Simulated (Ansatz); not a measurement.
Reaction (substitution at a C–O bond): `CBCOC` + `N[SiH](S)Cl` → `CS[SiH](N)Cl` + `CBCO`

Isolated molecules relaxed with PBE0-D4/def2-TZVP in Ansatz; ΔE leaves out vibrations. CBS: MP2 limit from def2 TZ/QZ plus the TZ coupled-cluster correction, frozen cores. DFT in def2-TZVPP. Each species was taken in one conformer, which may not be the lowest.

`CBCOC`:

Cartesian coordinates in Å:
```
C -1.989 0.993 -0.168
B -1.315 -0.116 0.679
C 0.168 -0.560 0.497
O 0.849 0.106 -0.535
C 2.173 -0.323 -0.674
H -1.890 1.915 0.428
H -3.063 0.851 -0.312
H -1.493 1.186 -1.120
H -1.914 -0.666 1.565
H 0.692 -0.431 1.464
H 0.177 -1.656 0.335
H 2.623 0.241 -1.492
H 2.228 -1.396 -0.909
H 2.754 -0.144 0.243
```

`N[SiH](S)Cl`:

```xyz
8

N    -0.181   -0.013   -1.408
Si   -0.034    0.353    0.239
S    -0.824   -1.330    1.266
Cl    1.887    0.675    0.937
H    -0.181    0.719   -2.099
H     0.150   -0.888   -1.780
H    -0.745    1.624    0.483
H    -0.072   -1.141    2.363
```

`CS[SiH](N)Cl`:

Z-matrix (Å, degrees):
```
C
S 1 1.817
H 1 1.089 2 110.3
H 1 1.089 2 106.8 3 118.9
H 1 1.089 2 110.7 3 -122.0
Si 2 2.108 1 100.1 3 73.4
Cl 6 2.061 2 113.5 1 -61.2
N 6 1.703 2 110.5 1 55.5
H 6 1.481 2 104.5 1 -177.0
H 8 1.006 6 120.9 2 -153.6
H 8 1.007 6 120.8 2 54.4
```

`CBCO`:

Cartesian coordinates in Å:
```
C 1.513 0.396 0.368
B 0.124 -0.304 0.377
C -1.005 0.091 -0.614
O -2.242 -0.592 -0.540
H 2.304 -0.350 0.229
H 1.635 1.178 -0.385
H 1.713 0.830 1.356
H -0.086 -1.182 1.179
H -0.596 -0.003 -1.635
H -1.180 1.176 -0.502
H -2.179 -1.238 0.166
```

```
       species  PBE0 energy (Eh)
       `CBCOC`        -219.60048
 `N[SiH](S)Cl`       -1204.75063
`CS[SiH](N)Cl`       -1244.02426
        `CBCO`        -180.33438
```

**Question.** Work out ΔE.

**Answer.** ΔE = (-1244.02426) + (-180.33438) − (-219.60048) − (-1204.75063) = -0.00753 Eh = -19.8 kJ/mol. CCSD(T)/CBS gives -22.2 kJ/mol.

Largest T1 diagnostic among the species: 0.010.

In def2-TZVPP, CCSD(T) changes the Hartree–Fock value by −8.8 kJ/mol (the triples alone add −1.4 kJ/mol) and MP2 by −13.9 kJ/mol. The D4 term adds −4.1 kJ/mol with B3LYP and −2.2 kJ/mol with PBE0; it sums over pairs of atoms, weighted by their polarisabilities, and B3LYP, whose exchange is more repulsive, gets the larger term.

B3LYP here is the variant with VWN-RPA as its local correlation; programs differ in this.
